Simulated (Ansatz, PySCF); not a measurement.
The pair A = SiH4 (SMILES [SiH4]) (first 5 atoms), B = HI (SMILES I); geometry from B3LYP-D3(BJ)/def2-TZVP.
(charge 0, multiplicity 1):
```xyz
7

Si    -0.471     0.125     0.013
H      1.005     0.107    -0.074
H     -0.928    -0.972     0.897
H     -1.047    -0.071    -1.339
H     -0.927     1.421     0.558
I      0.968     0.400     3.846
H      0.044    -0.925     3.834
```

Frozen-core correlation. Filled d and f shells under p-block atoms count as core. CBS(a, b) extrapolates the correlation energy as X⁻³ and adds the Hartree–Fock energy of set b. MP2 and its Hartree–Fock in def2-QZVPPD are density fitted.

Codes used: Ansatz (Gaussian basis) for Hartree–Fock, density functionals and correlated methods; PySCF for the dispersion terms. Each number belongs to the level named beside it. In def2 rows elements past Kr take small-core potentials, without spin–orbit coupling.

The monomers are drawn apart, rigid, along the line of their centres of mass. Counterpoise-corrected interaction energies (kcal/mol):

| level | R = 5.742 Å | R = 7.384 Å |
|---|---|---|
| PBE-D3(BJ)/def2-TZVPPD | -0.3153 | -0.0541 |
| wB97M-V/def2-TZVPPD | -0.2337 | -0.0453 |
| MP2/CBS(def2-TZVPPD, def2-QZVPPD) + ΔCCSD(T)/def2-TZVPPD | -0.2244 | -0.0447 |

### Question
R is the distance of the centres of mass. Find the local exponent m of E ∝ R⁻ᵐ between the two points.

### Answer

m = ln(E₁/E₂)/ln(R₂/R₁): PBE-D3(BJ)/def2-TZVPPD 7.0; wB97M-V/def2-TZVPPD 6.5; MP2/CBS(def2-TZVPPD, def2-QZVPPD) + ΔCCSD(T)/def2-TZVPPD 6.4. For scale, two fixed dipoles give m = 3, dipole and quadrupole 4, quadrupoles 5, and dispersion or dipole-induced dipole 6 at long range; at these distances several terms mix, and what is left of overlap and damping shifts m, so it need not match one of them.

Ansatz is an electronic-structure program.
